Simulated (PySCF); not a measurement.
**Excitation energy of C⁺ by level of theory**

C⁺ [He] 2s2 2p1 (2P) → C⁺ [He] 2s1 2p1 3d1 (high-spin determinant), as a difference of total energies. Computed with PySCF 2.14 in dyall-acv3z (15s9p4d2f, 76 functions), with the non-relativistic Hamiltonian (point nucleus). Correlated levels: valence: 1s2 frozen; valence and next inner shell: nothing frozen; virtual orbitals above 40 to 60 times the deepest correlated orbital energy dropped. The calculations carry no spin-orbit coupling.

```json
{"method": "UHF", "excitation energy (eV)": "22.925"}
{"method": "LDA", "excitation energy (eV)": "23.631"}
{"method": "PBE0", "excitation energy (eV)": "23.621"}
{"method": "r2SCAN", "excitation energy (eV)": "23.435"}
{"method": "wB97X-V", "excitation energy (eV)": "24.227"}
{"method": "PW91", "excitation energy (eV)": "23.528"}
{"method": "BLYP", "excitation energy (eV)": "23.755"}
{"method": "LC-wPBE", "excitation energy (eV)": "24.180"}
{"method": "MP2 (valence)", "excitation energy (eV)": "24.143"}
{"method": "SCS-MP2 (valence)", "excitation energy (eV)": "24.496"}
{"method": "MP2 (valence and next inner shell)", "excitation energy (eV)": "24.191"}
```

**Question.** Estimate what SCS-MP2 (valence and next inner shell) gives.

**Answer.** 24.537 eV, closest to SCS-MP2 (valence) among the rows shown.

**Question.** Estimate what PBE gives.

**Answer.** 23.460 eV, closest to r2SCAN among the rows shown.

The promoted electron is Rydberg-like, and one or two diffuse shells describe it only roughly, which tends to raise the upper state.

The determinant of the upper state mixes LS terms, which raises its energy above the lowest term, most at the Hartree-Fock and MP2 levels.
